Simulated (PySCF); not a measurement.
Two species compared at the same levels of theory.

First species: C7H10O.
Structure used (GFN2-xTB), in Å, numbered top down from 1:
```xyz
18
C7H10O angstrom
C      2.8240    0.0821   -0.5411
O      1.8221    0.2238    0.4283
C      0.5087    0.3762   -0.0917
C     -0.3385    1.0230    0.9676
C     -1.6246    0.7568    1.1104
C     -2.3452   -0.2304    0.2456
C     -1.3886   -1.1930   -0.3853
C     -0.1020   -0.9288   -0.5298
H      2.6979   -0.8250   -1.1433
H      3.7664    0.0194   -0.0001
H      2.8500    0.9481   -1.2166
H      0.5589    1.0573   -0.9677
H      0.1839    1.7139    1.6105
H     -2.2100    1.2472    1.8748
H     -3.0830   -0.7769    0.8399
H     -2.9022    0.3015   -0.5361
H     -1.8001   -2.1366   -0.7154
H      0.5734   -1.6524   -0.9616
```

Second species: C7H13N3.
SMILES: `CCCCN1N=CC(C)=N1`

Levels: PBE0/pcSseg-1 for dipole moment, HOMO energy, LUMO energy and HOMO–LUMO gap; GFN2-xTB for rotational constant A and rotational constant C. Geometries: GFN2-xTB. Each structure is a single optimised conformer of the isolated species, non-relativistic unless stated. Electronic properties by PySCF.

The conformers computed, where there is a choice (atom-mapped SMILES and torsion angles):
- `[CH3:1][O:2][CH:3]1[CH:4]=[CH:5][CH2:6][CH:7]=[CH:8]1`: C1–O2–C3–C4 -159°
- `[CH3:1][CH2:2][CH2:3][CH2:4][n:5]1[n:6][cH:7][c:8]([CH3:9])[n:10]1`: C1–C2–C3–C4 180°, C2–C3–C4–N5 -65°, C3–C4–N5–N6 -73°

Values for the first species:

```
Dipole moment         : 1.41 D
HOMO energy           : -7.08 eV
LUMO energy           : 0.44 eV
HOMO–LUMO gap         : 7.52 eV
Rotational constant A : 4.743 GHz
Rotational constant C : 1.161 GHz
```

(1) Estimate the same properties for the second species, and the change in each.

## Answers

(1) 
| property | first | second | second less first |
| --- | --- | --- | --- |
| dipole moment | 1.41 D | 0.49 D | -0.92 D |
| HOMO energy | -7.08 eV | -7.16 eV | -0.08 eV |
| LUMO energy | 0.44 eV | 0.10 eV | -0.34 eV |
| HOMO–LUMO gap | 7.52 eV | 7.26 eV | -0.26 eV |
| rotational constant A | 4.743 GHz | 2.498 GHz | -2.245 GHz |
| rotational constant C | 1.161 GHz | 0.674 GHz | -0.487 GHz |

On the first: In atomic units the dipole is 0.56 e·bohr (1 au = 2.5417 D). A dipole of 1.41 D is allowed in C1, and pure rotational transitions are dipole-allowed.

On the second: The dipole equals about 1.6 × 10⁻³⁰ C·m (1 D = 3.33564 × 10⁻³⁰ C·m). GFN2-xTB frequencies show an imaginary mode (43i cm⁻¹), so this geometry is no minimum at that level.
